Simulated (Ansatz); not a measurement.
A geometry relaxed with Ansatz (a first-principles code) with r2SCAN-D4/def2-SVP, charge 0, multiplicity 1:

```xyz
8

H     -1.8879     1.5662    -0.0822
Sn    -1.2499    -0.0241    -0.0461
H      1.7752     0.7480     1.2748
H     -1.8920    -0.8271     1.3251
H     -1.7880    -0.8482    -1.4493
H      1.8649     0.7258    -1.1528
Si     1.3172     0.0257     0.0489
H      1.8605    -1.3664     0.0816
```

Q: Write the SMILES of this molecule.

A: `[SiH3][SnH3]`
